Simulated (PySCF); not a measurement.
**PBEsol on In+ (indium, charge +1)**

Configuration: [Kr] 4d10 5s1 5p1, 5s spin antiparallel (an excited configuration). All numbers are calculated (PySCF 2.14, the spin-free X2C one-electron Hamiltonian (Gaussian nucleus), in x2c-QZVPPall (13s9p7d4f1g, 112 functions)).

- Total energy: -5877.38 hartree
- One-electron energy: -8076.70 hartree
- Hartree (Coulomb) energy: 2357.14 hartree
- Exchange-correlation energy: -157.82 hartree
- ⟨S²⟩: 1.0002
- ⟨L²⟩: 2.008
- Sum of ⟨r⟩: 31.55 bohr
- Sum of ⟨r²⟩: 44.43 bohr²
- Traceless quadrupole moment −½Σ⟨3z² − r²⟩ along its main axis: -4.47 e·bohr²
- Langevin diamagnetic susceptibility: -35.2 ×10⁻⁶ cm³/mol

```csv
shell,electrons,mean orbital energy (eV),spread (eV),"rms radius, mean of both spins (bohr)"
1s β,1,-27696.9,0,0.0341
1s α,1,-27696.9,0,0.0341
2s β,1,-4155.5,0,0.139
2s α,1,-4155.5,0,0.139
2p β,3,-3733.7,0.063,0.124
2p α,3,-3733.7,0.045,0.124
3s β,1,-795.92,0,0.373
3s α,1,-795.91,0,0.373
3p β,3,-657.50,0.147,0.374
3p α,3,-657.49,0.119,0.374
3d β,5,-441.40,0.134,0.354
3d α,5,-441.39,0.108,0.354
4s β,1,-128.50,0,0.903
4s α,1,-128.48,0,0.903
4p β,3,-87.165,0.379,0.986
4p α,3,-87.124,0.308,0.986
4d β,5,-27.720,0.484,1.28
4d α,5,-27.579,0.318,1.28
5s β,1,-16.045,0,2.58
5p α,1,-9.417,0,3.37
```

With the s spin flipped the determinant is a mixture of two multiplicities, not a spectroscopic state.

Densities and radii are taken from the X2C orbitals without a picture-change correction, which distorts them close to the nucleus.
